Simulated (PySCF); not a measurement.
**Working with the constants of InO**

PBE0 constants of InO, ²Π (doublet), unpaired electrons π ↑ (PySCF, scalar-relativistic core potentials, basis sets In cc-pVTZ-PP with ECP28, O cc-pVTZ; masses 114.9039 and 15.9949 u):

```
ωe              : 508.4 cm⁻¹
ωexe            : 2.46 cm⁻¹
Be              : 0.27502 cm⁻¹
αe              : 0.00198 cm⁻¹
D (centrifugal) : 3.22e-07 cm⁻¹
De to In + O    : 3.44 eV
```

**Question.** Give the vibrational terms G(v) and spacings up to v = 6.

**Answer.** G(v) = ωe(v+½) − ωexe(v+½)².

```tsv
v	G(v) (cm⁻¹)	G(v) − G(v−1)	Bv (cm⁻¹)
0	253.6		0.2740
1	757.1	503.5	0.2721
2	1255.6	498.6	0.2701
3	1749.3	493.6	0.2681
4	2238.0	488.7	0.2661
5	2721.8	483.8	0.2641
6	3200.7	478.9	0.2621
```

**Question.** How well does the Morse estimate ωe²/(4ωexe) reproduce De, and what is D0?

**Answer.** It gives 3.26 eV, 95 % of the computed De. D0 = De − G(0) = 3.44 − 0.03 = 3.41 eV.

These are scalar-relativistic numbers at best; spin–orbit coupling would shift them, the dissociation energy most. The state is the lowest determinant that a PBE0 search found; another state may lie lower at other levels.
